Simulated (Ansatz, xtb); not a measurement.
## Relative energy of two isomers of C6H5NO

Structure X: `C#C/C=C(\O)CC#N`, a singlet. Structure Y: `C#CC/C(O)=C/C#N`, a singlet. Both are isolated molecules in the gas phase, relaxed with PBE-D3(BJ)/def2-SVP; the shapes shown needn't be the lowest conformers.

X (Å):

```xyz
13

C    -0.8352    2.0198    1.9611
C    -0.3653    1.3109    1.0726
C     0.1230    0.5403   -0.0116
C    -0.3210    0.7914   -1.2815
C     0.1609    0.0385   -2.4970
C    -0.9035   -0.7074   -3.1771
N    -1.7496   -1.3078   -3.7185
O    -1.2266    1.7401   -1.5808
H    -1.2322    2.6228    2.7657
H     0.8563   -0.2607    0.1630
H    -1.5025    2.1587   -0.7329
H     0.9687   -0.6627   -2.2083
H     0.5935    0.7617   -3.2240
```

Y (Å):

```xyz
13

C    -1.4223   -0.9001   -1.4645
C    -0.6956   -0.2726   -0.7095
C     0.1706    0.4645    0.2006
C     0.6233    1.8212   -0.2832
C     0.2753    2.3745   -1.4848
C     0.7690    3.6607   -1.8212
N     1.2218    4.7302   -2.0211
O     1.4167    2.4221    0.6210
H    -2.0657   -1.4580   -2.1306
H     1.0838   -0.1295    0.4334
H    -0.3339    0.6108    1.1830
H     1.6879    3.2990    0.2685
H    -0.3783    1.8225   -2.1738
```

Problem. Estimate which is lower in electronic energy at CCSD(T)/def2-SVP + ΔMP2/def2-TZVPP, and by roughly how much.

Solution. CCSD(T)/def2-SVP + ΔMP2/def2-TZVPP gives E(Y) − E(X) = −3.01 kJ/mol, slightly favouring structure Y, which is too small a margin to settle the true order.

How the difference moves with the method:

| level | geometry | E(Y) − E(X) (kJ/mol) | departure from the last row (kJ/mol) | job, with rough time for the two |
| --- | --- | --- | --- | --- |
| PBE-D3(BJ)/def2-SVP | PBE-D3(BJ)/def2-SVP | −4.14 | −1.13 | optimisation, 25 s |
| HF/def2-SVP | PBE-D3(BJ)/def2-SVP | −5.86 | −2.85 | part of the CCSD(T) run |
| MP2/def2-SVP | PBE-D3(BJ)/def2-SVP | −1.13 | +1.88 | part of the CCSD(T) run |
| CCSD(T)/def2-SVP | PBE-D3(BJ)/def2-SVP | −1.65 | +1.36 | single point |
| CCSD(T)/def2-SVP + ΔMP2/def2-TZVPP | PBE-D3(BJ)/def2-SVP | −3.01 |  | single point, 51 s |

As drawn, both hold the same kinds of bond in the same numbers.

The largest departure from CCSD(T)/def2-SVP + ΔMP2/def2-TZVPP is that of HF/def2-SVP, 2.85 kJ/mol. No reliable frequencies are at hand for X, so it isn't confirmed as a minimum. Levels run at GFN2-xTB geometries aren't shown. The last row adds to CCSD(T) the change of the MP2 difference between the two basis sets, here −1.36 kJ/mol.

The correlated steps freeze 8 core orbitals. Codes used: Ansatz 0.2.0, xtb 6.7.1; the last row on 2 threads of Intel(R) Xeon(R) 6975P-C (Granite Rapids) on a shared host.
